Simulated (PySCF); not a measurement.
C4H8ClF, SMILES CCC[C@@H](F)Cl. Coordinates come from a PBE-D3(BJ)/def2-SVP optimisation. The structure was generated by enumeration; whether it is a known compound was not checked. The values are those of a single conformer.

Problem. Give the equilibrium geometry at PBE-D3(BJ)/def2-SVP (PySCF confirms it by a frequency run) as Cartesian coordinates in Å. (The exact figures need the calculation; the answer reports its results.)

Solution. This is not unique; one that fits is 
```xyz
14

C     -3.1317    -0.2540     0.1950
C     -1.7124    -0.8199     0.1531
C     -0.6390     0.2742     0.1836
C      0.7694    -0.2836     0.1231
F      0.9497    -1.0034    -1.0302
Cl     1.9918     1.0511     0.1803
H     -3.3233     0.4151    -0.6693
H     -3.3045     0.3397     1.1168
H     -3.8907    -1.0609     0.1687
H     -1.5699    -1.4306    -0.7630
H     -1.5564    -1.5120     1.0104
H     -0.7264     0.8861     1.1057
H     -0.7639     0.9700    -0.6736
H      1.0082    -0.9457     0.9827
```
Charge 0, spin multiplicity 1.
